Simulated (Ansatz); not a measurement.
Reaction (formal exchange of groups at the Si–O bond): `[OH][SnH2][O][SiH3]` + `C#CC=C` → `C#C/C=C\[SiH3]` + `[OH][SnH2][OH]`

Calculated with Ansatz (gas phase, PBE0-D4/def2-TZVP geometries, no zero-point term in ΔE). CCSD(T)/CBS adds triple-zeta CCSD(T) − MP2 to the extrapolated MP2 energy (def2 sets, frozen cores). Functionals use def2-TZVPP. B3LYP here is the variant with VWN-RPA as its local correlation; programs differ in this. Elements past krypton have def2 core potentials. For Sn outer-core shells are correlated without core-valence functions, which leaves a few kJ/mol of doubt a bond. One conformer a species, not always the lowest.

`[OH][SnH2][O][SiH3]`:

Z-matrix (Å, degrees):
```
Sn
O 1 1.956
O 1 1.956 2 106.2
H 1 1.695 2 109.4 3 -112.7
H 1 1.699 2 104.2 3 118.1
Si 2 1.632 1 135.7 3 52.6
H 3 0.960 1 113.9 2 64.7
H 6 1.492 2 111.2 1 33.0
H 6 1.489 2 111.2 1 -87.5
H 6 1.487 2 108.9 1 152.8
```

`C#CC=C`:

Cartesian coordinates in Å:
```
C 1.306 -0.826 1.449
C 0.739 -0.269 0.546
C 0.106 0.402 -0.530
C -1.203 0.355 -0.775
H 1.800 -1.322 2.251
H 0.756 0.983 -1.179
H -1.628 0.891 -1.615
H -1.876 -0.215 -0.146
```

`C#C/C=C\[SiH3]`:

```xyz
11

C     2.074    0.971   -0.975
C     0.893    1.056   -0.759
C    -0.497    1.152   -0.504
C    -1.193    0.212    0.150
Si   -0.435   -1.359    0.819
H     3.119    0.894   -1.164
H    -0.987    2.051   -0.874
H    -2.256    0.392    0.289
H     0.174   -2.157   -0.276
H     0.613   -1.050    1.826
H    -1.505   -2.162    1.467
```

`[OH][SnH2][OH]`:

```xyz
7

O    -1.576    0.551   -0.222
Sn    0.293    0.025   -0.500
O     0.987   -0.601    1.225
H    -2.133   -0.171    0.077
H     0.418   -1.344   -1.499
H     1.043    1.468   -0.992
H     0.968    0.072    1.909
```

```csv
level,ΔE (kJ/mol),difference from CCSD(T)/CBS
r2SCAN-D4,100.8,-5.2
PBE0-D4,95.1,-10.9
B3LYP-D4,104.3,-1.7
PBE,88.9,-17.1
r2SCAN,101.2,-4.8
PBE0,96.4,-9.6
B3LYP,107.0,1.0
HF/def2-TZVPP,130.3,24.3
CCSD/def2-TZVPP,109.6,3.6
HF/def2-QZVPP,132.3,26.3
CCSD(T)/CBS,106.0,0
```

Largest T1 diagnostic among the species: 0.014.

From PBE to PBE0 (25 % exact exchange), in def2-TZVPP and without D4, ΔE moves by +7.5 kJ/mol. In def2-TZVPP, CCSD(T) changes the Hartree–Fock value by −24.7 kJ/mol (the triples alone add −4.0 kJ/mol) and MP2 by −25.8 kJ/mol.
